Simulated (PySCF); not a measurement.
How the method changes the constants of KSi

State: ⁴Σ⁻ (quartet), unpaired electrons σ ↑, π ↑↑. Set-up: PySCF, no relativity, basis sets K 6-31G(d,p), Si 6-31G(d,p). De refers to K + Si in their high-spin ground configurations, without counterpoise correction. The functionals are run spin-unrestricted. A positive dipole means K(−)Si(+).

```
      Level  Re (Å)  ωe (cm⁻¹)  De (eV)   μ (D)  CPU s a point (SCF and correlation, without the integrals)
        UHF   3.142        197     1.12  -11.18                                                        0.16
    UHF-MP2   3.094        197     1.31     n/a                                                        0.25
UHF-SCS-MP2   3.100        197     1.21     n/a                                                         n/a
   UHF-CCSD   3.102        194     1.27     n/a                                                         n/a
UHF-CCSD(T)   3.102        194     1.29     n/a                                                         2.7
        PBE   3.033        194     1.62   -8.74                                                        0.47
     PBEsol   3.004        199     1.73   -8.82                                                        0.36
       TPSS   3.040        197     1.70   -9.30                                                        0.66
     r²SCAN   3.047        202     1.76   -9.84                                                        0.59
      TPSSh   3.039        200     1.69   -9.58                                                         0.7
       PBE0   3.030        201     1.60   -9.61                                                         1.2
      ωB97X   3.011        214     1.66  -10.63                                                           1
```

The bond length runs from 3.004 Å (PBEsol) to 3.142 Å (UHF). De spans 1.12 eV (UHF, mean field) to 1.76 eV (r²SCAN, meta-GGA). Correlation at CCSD(T) changes the Hartree–Fock bond energy by +0.17 eV; the triples alone change it by +0.02 eV.

Correlated steps freeze 10 core orbitals. Correlated levels converge slowly with the basis: in double zeta they bind strong bonds too weakly, by up to about 1 eV, and carry superposition errors of some tenths. The state was picked by a PBE0 search and need not be the measured ground state.

The whole job (state search and all levels along the bond) took about 2 min on 1 thread of Oxide Virtual Turin-like (shared host), peak memory 0.6 GiB.
